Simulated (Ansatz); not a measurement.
CH₄BFOS, SMILES `CSB(O)F`, relaxed with RKS PBE-D4/def2-SVP in the Gaussian-basis code of Ansatz from a rough embedded geometry. The force threshold is 0.03 eV/Å; the program also tests the step.

Charge 0, multiplicity 1.

Start:

```xyz
9

C    -1.389    0.289    0.244
S    -0.615   -0.572   -1.182
B     1.154   -0.646   -0.447
O     1.991    0.428   -0.718
F     1.533   -1.788    0.314
H    -2.423    0.398    0.096
H    -1.246   -0.390    1.166
H    -0.886    1.211    0.418
H     1.880    1.070    0.108
```

```csv
step,energy (eV),largest force (eV/Å),largest move (Å)
1,-17360.0001,2.964,0.000
2,-17360.4489,2.006,0.193
3,-17360.5009,1.219,0.144
4,-17360.6789,1.153,0.171
5,-17360.8507,1.246,0.175
6,-17361.0610,0.429,0.200
7,-17361.1447,0.222,0.200
8,-17361.2234,0.496,0.196
9,-17361.3118,0.629,0.195
10,-17361.3663,0.844,0.195
11,-17361.4639,0.227,0.200
12,-17361.4856,0.149,0.183
13,-17361.4868,0.227,0.116
14,-17361.4910,0.033,0.052
15,-17361.4916,0.034,0.038
16 (rejected),-17361.4911,0.152,0.082
17,-17361.4920,0.040,0.041
18 (rejected),-17361.4909,0.102,0.098
19,-17361.4923,0.029,0.047
```

End:

```xyz
9

C    -1.464    0.336    0.186
S    -0.640   -1.072   -0.647
B     1.103   -0.654   -0.375
O     1.464    0.477    0.297
F     2.040   -1.491   -0.864
H    -2.552    0.203    0.037
H    -1.239    0.340    1.270
H    -1.146    1.298   -0.259
H     2.434    0.563    0.355
```

It took 20 s on 4 threads of a server CPU on a shared host, with 0.18 GiB of host memory at the peak.
